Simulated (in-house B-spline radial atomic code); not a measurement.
Configurations of Ga³⁺, with energies counted from [Ar] 3d10. Computed with a B-spline radial code for spherical atoms: scalar-relativistic (X2C) B97-1, spin-polarised, spherical fractional occupations, exact exchange averaged over the configuration, Fermi nucleus of rms radius 3.9973 fm. Shells without spins written out take the highest spin.

Occupations are held fixed; configurations that lie above the ionisation limit could autoionise.

```tsv
configuration	E - E(ref) (eV)	highest orbital	its <r> (bohr)
[Ar] 3d9 4d1	41.229	4d up	3.046
[Ne] 3s2 3p5 3d10 4d1	123.93	4d up	3.037
[Ne] 3s2 3p5 3d10 4f1	132.06	4f up	4.368
```

(1) Order these further configurations by energy, lowest first.
A. [Ar] 3d9 4s1
B. [Ne] 3s2 3p5 3d10 4s1
C. [Ar] 3d9 4p1
D. [Ne] 3s2 3p5 3d10 4p1

Answers

(1) A (18.332 eV), C (28.28 eV), B (100.92 eV), D (110.91 eV).
